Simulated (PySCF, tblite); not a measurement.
Bond stretch in H3Al, SMILES [AlH3]. The Al1–H4 bond (Al1 also carries H, H; H4 carries nothing else) is stretched with both fragments frozen at the PBE0/def2-TZVP optimised geometry.

Computed with: RCCSD = CCSD on RHF/6-31G, 5 core orbitals frozen (PySCF); RHF/6-31G (PySCF); GFN2-xTB, 300 K electronic temperature (tblite); UCCSD(T) = CCSD(T) on UHF/6-31G, 5 core orbitals frozen in PySCF 2.14.0.

Energies relative to the lowest point of each curve near equilibrium, in kcal/mol:

| R / Å | RCCSD | RHF | GFN2-xTB |
|---|---|---|---|
| 1.20 | 45.5 | 43.9 | 36.4 |
| 1.27 | 28.4 | 27.0 | 19.3 |
| 1.34 | 16.5 | 15.2 | 9.1 |
| 1.42 | 7.5 | 6.5 | 2.9 |
| 1.53 | 1.3 | 0.9 | 0.0 |
| 1.65 | 0.0 | 0.3 | 0.9 |
| 1.69 | 0.5 | 1.1 | 1.8 |
| 1.95 | 9.7 | 12.8 | 10.7 |
| 2.13 | 19.1 | 24.5 | 18.6 |
| 2.84 | 53.6 | 72.4 | 54.1 |
| 3.45 | 69.2 | 105.5 | 81.7 |
| 4.78 | 76.7 | 150.1 | 109.4 |

Task: Predict the corresponding UCCSD(T) column.

Result: 1.20: 45.5; 1.27: 28.5; 1.34: 16.5; 1.42: 7.6; 1.53: 1.3; 1.65: 0.0; 1.69: 0.4; 1.95: 9.6; 2.13: 18.9; 2.84: 53.1; 3.45: 68.2; 4.78: 72.9 (kcal/mol).

The T1 diagnostic of CCSD on the restricted reference of RCCSD exceeds 0.045 at 3.16 to 5.52 Å. The restricted form behind RHF keeps the bonding electrons paired and can't separate into open-shell fragments. The unrestricted determinant behind UCCSD(T) is spin-contaminated at 2.39 to 5.52 Å (<S²> up to 1.0, against 0.00 for a pure singlet).
